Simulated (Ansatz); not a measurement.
System: CH₄Al (charge 0, doublet). It need not be the lowest isomer of its formula. SMILES: [CH3][AlH]
Geometry: optimised at B3LYP-D3(BJ)/def2-TZVP (Ansatz, an electronic-structure program).

Computed values are from Ansatz. Cores are frozen in the correlated levels unless marked. Open shells are spin-unrestricted. No spin-orbit coupling. No relativistic terms. CBS marks a two-point X^-3 extrapolation of the correlation energy; Hartree-Fock from the larger set. The bracket is a focal-point correction in the basis named.

Q: What is the atomisation energy De at RI-MP2/CBS(aug-cc-pV(T+d)Z,aug-cc-pV(Q+d)Z)+[CCSD(T)-MP2]/aug-cc-pV(T+d)Z?

A: 1800.4 kJ/mol.

Q: What is the T1 diagnostic at CCSD/aug-cc-pV(T+d)Z?

A: 0.013.

Q: What is the vertical ionisation energy (to the singlet) at RI-MP2/CBS(aug-cc-pV(T+d)Z,aug-cc-pV(Q+d)Z)+[CCSD(T)-MP2]/aug-cc-pV(T+d)Z?

A: 7.42 eV.

Q: What is the dipole moment at CCSD(T)/aug-cc-pV(D+d)Z?

A: 0.62 D.

Q: What is the total energy at RI-MP2/CBS(aug-cc-pV(T+d)Z,aug-cc-pV(Q+d)Z)+[CCSD(T)-MP2]/aug-cc-pV(T+d)Z?

A: -282.4135 Eh.
